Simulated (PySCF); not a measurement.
H₃O₃Y. Atoms are numbered in the order given.

```xyz
7

Y      0.0000     0.0000     0.0000
O      2.0275     0.0000     0.0000
H      2.9828     0.0000     0.0000
O     -1.0138    -1.7559     0.0000
H     -1.4914    -2.5832     0.0000
O     -1.0138     1.7559     0.0000
H     -1.4914     2.5832     0.0000
```

Geometry: PBE0-D3(BJ)/def2-SVP. The def2 effective core potentials stand for the cores of Y; spin–orbit coupling is left out. The values are those of a single conformer.

Method: PySCF with PBE/def2-TZVPD.

Symmetry labels are those of the subgroup C2v that the program uses (full group D3h).

Computed valence orbital energies around the gap with their symmetry:
```json
[
 {"orbital": "HOMO−7", "symmetry": "A1", "energy (eV)": "-10.60"},
 {"orbital": "HOMO−6", "symmetry": "B1", "energy (eV)": "-10.60"},
 {"orbital": "HOMO−5", "symmetry": "A2", "energy (eV)": "-6.95"},
 {"orbital": "HOMO−4", "symmetry": "B2", "energy (eV)": "-6.95"},
 {"orbital": "HOMO−3", "symmetry": "A1", "energy (eV)": "-6.75"},
 {"orbital": "HOMO−2", "symmetry": "B1", "energy (eV)": "-6.75"},
 {"orbital": "HOMO−1", "symmetry": "B2", "energy (eV)": "-6.59"},
 {"orbital": "HOMO", "symmetry": "B1", "energy (eV)": "-6.37"},
 {"orbital": "LUMO", "symmetry": "A1", "energy (eV)": "-2.16"},
 {"orbital": "LUMO+1", "symmetry": "A1", "energy (eV)": "-0.25"},
 {"orbital": "LUMO+2", "symmetry": "B1", "energy (eV)": "-0.02"},
 {"orbital": "LUMO+3", "symmetry": "A1", "energy (eV)": "-0.02"}
]
```
